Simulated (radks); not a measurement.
Values are calculated unless marked as measured or tabulated.
Problem. The mean radii <r> (bohr) of the occupied orbitals of an atom or ion are listed with their occupations. Level of theory: Dirac Kohn-Sham, BLYP, spin-unpolarised, spherical densities, finite nucleus; Fermi nuclear charge, rms radius of each element as measured or else 0.836 A^(1/3) + 0.57 fm (a radial shooting solver on a logarithmic mesh with Libxc functionals).

orbital  occ.      <r>
1s1/2       2  0.04550
2s1/2       2   0.2025
2p1/2       2   0.1746
2p3/2       4   0.1783
3s1/2       2   0.5937
3p1/2       2   0.6032
3p3/2       4   0.6134
3d3/2       4   0.6491
3d5/2       5   0.6532
4s1/2       2    1.784
4p1/2       2    2.143
4p3/2       1    2.179

Name the element and its charge. Open shells, if any, fill j = l - 1/2 first.

Solution. Z = 33, arsenic, charge +1: As+ in [Ar] 3d9 4s2 4p3. The 1s radius gives Z: for a bare nucleus <r> = (2 gamma + 1)/(2Z) with gamma = sqrt(1 - (Z/c)^2), 0.04456 bohr for Z = 33, and screening makes it slightly larger (0.04550 here). The occupations add up to 32, and the charge is Z minus that.
